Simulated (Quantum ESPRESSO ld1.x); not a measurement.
Q: All-electron atom: Er0.4+ in [Ar] 3d10 4s1.6 4p6 4d10 4f12 5s2 5p6 6s2 (fractional occupations, a model configuration). All-electron calculation, Dirac Kohn-Sham, PW91, spin-unpolarised, spherical densities, point nucleus; open shells fill j = l - 1/2 first. Program: ld1.x of Quantum ESPRESSO 7.5.

Spin-orbit splittings of the eigenvalues, e(l+1/2) - e(l-1/2), with zeta = 2 splitting/(2l+1) and mean radii in bohr:

| shell | occ. | splitting (eV) | zeta (eV) | <r> j=l-1/2 | <r> j=l+1/2 |
|---|---|---|---|---|---|
| 2p | 6 | 917.4 | 611.6 | 0.07146 | 0.07874 |
| 3p | 6 | 192.7 | 128.5 | 0.2146 | 0.2283 |
| 3d | 10 | 42.13 | 16.85 | 0.2012 | 0.2054 |
| 4p | 6 | 43.48 | 28.98 | 0.5166 | 0.5479 |
| 4d | 10 | ? | ? | 0.5760 | 0.5872 |
| 4f | 12 | 1.125 | 0.3216 | 0.7881 | 0.8055 |
| 5p | 6 | 5.520 | 3.680 | 1.403 | 1.512 |

Estimate the 4d splitting.

A: 7.917 eV (zeta = 3.167 eV).
